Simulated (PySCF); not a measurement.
Geometries of 6 isomers of C4H9B, from PBE0-D3(BJ)/def2-SVP geometry optimisation, gas phase in PySCF. One conformer each, no zero-point energy, no frequencies.

**Question.** Which isomer lies lowest at this level?
A.
```xyz
14
angstrom
C      2.162    0.709   -0.440
B      0.816    0.261    0.218
C     -0.407   -0.261   -0.557
C     -1.368   -1.216    0.144
C     -1.787    0.183   -0.065
H      2.171    1.817   -0.410
H      2.292    0.407   -1.490
H      3.041    0.401    0.147
H      0.690    0.369    1.426
H     -0.335   -0.397   -1.641
H     -1.820   -1.993   -0.479
H     -1.110   -1.541    1.155
H     -2.530    0.399   -0.837
H     -1.826    0.853    0.798
```
B.
```xyz
14
angstrom
B      1.742   -1.057   -0.277
C      0.388   -0.320   -0.434
C      0.165    1.164   -0.038
C     -1.287    0.808    0.334
C     -0.903   -0.684    0.341
H      2.785   -0.475   -0.487
H      1.784   -2.236    0.003
H      0.203   -0.430   -1.528
H      0.763    1.447    0.843
H      0.323    1.928   -0.814
H     -1.982    1.041   -0.488
H     -1.695    1.235    1.263
H     -0.679   -1.051    1.356
H     -1.599   -1.394   -0.129
```
C.
```xyz
14
angstrom
B      1.368    0.053   -0.564
C      0.502   -0.758    0.430
C      1.144   -1.428    1.410
C     -1.001   -0.796    0.309
C     -1.645    0.538    0.673
H      0.871    0.639   -1.501
H      2.568    0.095   -0.415
H      2.233   -1.384    1.506
H      0.611   -2.047    2.144
H     -1.271   -1.051   -0.730
H     -1.416   -1.596    0.945
H     -2.737    0.507    0.536
H     -1.441    0.802    1.723
H     -1.253    1.353    0.044
```
D.
```xyz
14
angstrom
B     -0.077    1.494    0.058
C     -1.262    0.523   -0.282
C     -0.680   -0.884   -0.076
C      0.813   -0.750   -0.394
C      1.221    0.622    0.164
H     -0.155    2.693    0.207
H     -2.237    0.713    0.192
H     -1.421    0.712   -1.368
H     -0.805   -1.175    0.983
H     -1.175   -1.665   -0.675
H      1.409   -1.589    0.000
H      0.956   -0.752   -1.489
H      2.160    1.039   -0.229
H      1.372    0.552    1.266
```
E.
```xyz
14
angstrom
B      0.227   -1.604   -0.616
C      0.426   -0.206    0.004
C      1.705    0.083    0.749
C     -0.510    0.772   -0.111
C     -1.833    0.726   -0.789
H     -0.775   -1.910   -1.219
H      1.098   -2.440   -0.508
H      1.836   -0.609    1.597
H      1.740    1.111    1.143
H      2.584   -0.061    0.099
H     -0.281    1.745    0.355
H     -2.636    0.966   -0.072
H     -1.885    1.502   -1.572
H     -2.046   -0.248   -1.245
```
F.
```xyz
14
angstrom
B     -2.278    0.625    0.645
C     -1.108    0.019   -0.183
C      0.258   -0.137    0.489
C      1.298   -0.726   -0.410
C      2.436   -0.133   -0.772
H     -3.362    0.770    0.126
H     -2.144    0.963    1.802
H     -1.022    0.627   -1.107
H     -1.472   -0.953   -0.578
H      0.604    0.840    0.864
H      0.142   -0.780    1.380
H      1.075   -1.727   -0.808
H      3.149   -0.620   -1.443
H      2.700    0.865   -0.406
```

**Answer.** D. That is `B1CCCC1`, 16.5 kcal/mol below the next.

```
    SMILES                atoms numbered as above      E (Eh)  relative (kcal/mol)  relative (kJ/mol)  dipole (D)
   B1CCCC1   [BH:1]1[CH2:2][CH2:3][CH2:4][CH2:5]1  -182.33426                  0.0                0.0        0.41
   CBC1CC1    [CH3:1][BH:2][CH:3]1[CH2:4][CH2:5]1  -182.30796                 16.5               69.0        0.66
B/C(C)=C\C  [BH2:1]/[C:2]([CH3:3])=[CH:4]\[CH3:5]  -182.29408                 25.2              105.5        1.55
  BC(=C)CC   [BH2:1][C:2](=[CH2:3])[CH2:4][CH3:5]  -182.28919                 28.3              118.3        1.20
   BC1CCC1   [BH2:1][CH:2]1[CH2:3][CH2:4][CH2:5]1  -182.28089                 33.5              140.1        0.76
    BCCC=C    [BH2:1][CH2:2][CH2:3][CH:4]=[CH2:5]  -182.28032                 33.8              141.6        0.44
```

As drawn, the highest has a C=C bond outside aromatic rings, which the lowest lacks.
